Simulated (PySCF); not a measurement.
Computed shifts of a molecule C3H12Si3, PBE/pcSseg-1 run with PySCF, GIAO, gas phase, atoms alike by connectivity averaged where their shifts nearly agree, in ppm (number of nuclei): ²⁹Si: -37.5 (1), -65.6 (1), -70.6 (1). ¹³C: 35.0 (1), 25.2 (1), 25.2 (1). ¹H: 5.17 (1), 4.88 (1), 4.75 (1), 4.75 (1), 4.38 (3), 2.42 (1), 2.41 (1), 1.79 (1), 1.67 (1), 1.58 (1). References: ²⁹Si against TMS (σ = 335.4 ppm); ¹³C against TMS (σ = 182.0 ppm); ¹H against TMS (σ = 31.49 ppm), references at their B3LYP-D3(BJ)/def2-TZVP geometries, non-relativistic. The structure is a stationary point at PBE-D3(BJ)/def2-SVP. Other conformers were not sampled.

Question: Which structure fits?
A. C[Si@H]1C[SiH2][C@@H]1[SiH3]
B. [SiH3]C[C@H]1C[SiH2][SiH2]1
C. C[Si]1(C)C[SiH2][SiH2]1
D. [SiH3]/C=C/C([SiH3])[SiH3]

Answer: B, [SiH3]C[C@H]1C[SiH2][SiH2]1
